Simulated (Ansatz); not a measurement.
Consider the formal exchange of groups at a B–H bond: `B1N[SiH2]1` + `OC(O)=CCl` → `ClB1N[SiH2]1` + `C=C(O)O`.

Isolated molecules relaxed with PBE0-D4/def2-TZVP in Ansatz; ΔE leaves out vibrations. CCSD(T)/CBS adds triple-zeta CCSD(T) − MP2 to the extrapolated MP2 energy (def2 sets, frozen cores). DFT in def2-TZVPP. B3LYP here is the variant with VWN-RPA as its local correlation; programs differ in this. Each species was taken in one conformer, which may not be the lowest.

`B1N[SiH2]1`:

Cartesian coordinates in Å:
```
B -0.424 1.052 0.160
N 0.728 0.423 -0.256
Si -0.388 -0.876 0.131
H -0.790 2.173 0.300
H 1.645 0.690 -0.581
H 0.023 -1.741 1.266
H -0.793 -1.722 -1.021
```

`OC(O)=CCl`:

```xyz
8

O     0.817    0.986   -1.031
C     0.171    0.251   -0.121
O     0.165    0.820    1.092
C    -0.394   -0.918   -0.428
Cl   -1.212   -1.811    0.802
H     1.140    1.782   -0.595
H    -0.317    0.236    1.695
H    -0.370   -1.346   -1.415
```

`ClB1N[SiH2]1`:

```xyz
7

Cl    1.220    1.502    2.015
B     0.432    0.551    0.798
N     0.574    0.365   -0.559
Si   -0.764   -0.672   -0.074
H     1.161    0.699   -1.309
H    -0.533   -2.131   -0.229
H    -2.090   -0.315   -0.641
```

`C=C(O)O`:

Cartesian coordinates in Å:
```
C -0.868 0.374 0.626
C 0.230 -0.061 0.013
O 1.398 -0.253 0.640
O 0.341 -0.372 -1.300
H -0.843 0.592 1.682
H -1.789 0.514 0.079
H 2.036 -0.567 -0.009
H -0.506 -0.227 -1.731
```

```tsv
level	ΔE (kJ/mol)	difference from CCSD(T)/CBS
PBE-D4	-135.8	4.5
BLYP-D4	-136.9	3.4
r2SCAN-D4	-142.4	-2.1
B97M-V	-146.6	-6.3
PBE0-D4	-139.1	1.2
r2SCANh-D4	-143.1	-2.8
r2SCAN0-D4	-143.9	-3.6
BHLYP-D4	-144.1	-3.8
B2PLYP	-142.7	-2.4
B3LYP	-140.5	-0.2
RPA@PBE/def2-TZVPP	-136.8	3.5
HF/def2-TZVPP	-149.0	-8.7
MP2/def2-TZVPP	-147.0	-6.7
CCSD/def2-TZVPP	-144.1	-3.8
MP2/def2-QZVPP	-145.5	-5.2
HF/CBS(def2)	-148.1	-7.8
CCSD(T)/CBS	-140.3	0
```

Largest T1 diagnostic among the species: 0.014.

From BLYP to BHLYP (50 % exact exchange), in def2-TZVPP and without D4, ΔE moves by −5.9 kJ/mol. At CCSD(T), def2-SVP lies −10.5 kJ/mol from the extrapolated value and def2-TZVPP −2.2 kJ/mol. Leaving LDA and LC-ωPBE aside and taking each functional with its dispersion term where it has one, the values, not all of them listed here, spread over 11.6 kJ/mol, from B97M-V to revPBE-D4. LDA lies +4.6 kJ/mol from PBE without D4.
